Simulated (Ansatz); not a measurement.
The same ligand exchange along the group B, Al, Ga, In.

Computed with Ansatz on PBE0-D4/def2-TZVP structures; ΔE is electronic, products minus reactants. CCSD(T)/CBS adds triple-zeta CCSD(T) − MP2 to the extrapolated MP2 energy (def2 sets, frozen cores). This one scheme is used for every species. DFT in def2-TZVPP. def2 core potentials past Kr. For Ga, In outer-core shells are correlated without core-valence functions, which leaves a few kJ/mol of doubt a bond. Scalar relativity is left out up to krypton. Each species was taken in one conformer, which may not be the lowest.

```json
{"reaction": "`SB(S)S` + NH₃ → `NB(S)S` + H₂S", "CCSD(T)/CBS(def2) (eV)": "-0.35"}
{"reaction": "`[SH][Al]([SH])[SH]` + NH₃ → `[NH2][Al]([SH])[SH]` + H₂S", "CCSD(T)/CBS(def2) (eV)": "?"}
{"reaction": "`[SH][Ga]([SH])[SH]` + NH₃ → `[NH2][Ga]([SH])[SH]` + H₂S", "CCSD(T)/CBS(def2) (eV)": "0.54"}
{"reaction": "`[SH][In]([SH])[SH]` + NH₃ → `[NH2][In]([SH])[SH]` + H₂S", "CCSD(T)/CBS(def2) (eV)": "0.85"}
```

Fill in the missing values. (Estimate.)

The calculation gave: `[SH][Al]([SH])[SH]` + NH₃ → `[NH2][Al]([SH])[SH]` + H₂S: +0.25 eV.

Largest T1 diagnostic: 0.014, for `[NH2][In]([SH])[SH]`.
